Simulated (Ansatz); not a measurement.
Zn2Te. Charge 0, multiplicity 1. Geometry PBE-D4/def2-TZVP; atoms count from 1.

Cartesian coordinates in Å:
```
Zn -1.079 0.230 -0.932
Zn -0.392 -0.538 1.281
Te 1.471 0.308 -0.350
```

In the def2 sets Te takes a core potential; there is no spin–orbit coupling. The restricted singlet is unstable towards broken spin symmetry in Hartree–Fock (as tested in another run); at PBE0-D4/def2-TZVP this wasn't settled. Another isomer (triplet) lies 0.23 eV lower at PBE0-D4/def2-TZVP; other spin states weren't run for this one.

(1) Estimate the Mulliken populations from the PBE0/def2-TZVP orbitals of Ansatz.

(2) And the Mayer bond orders between heavy atoms (over 0.3)?

Results:

(1) 
```
atom  charge (e)  d electrons
 Zn1        0.14        10.03
 Zn2        0.14        10.03
 Te3       -0.28            –
```
Mulliken values depend strongly on the basis.

(2) Zn1–Zn2 0.89 (2.44 Å); Zn1–Te3 1.07 (2.62 Å); Zn2–Te3 1.07 (2.62 Å).
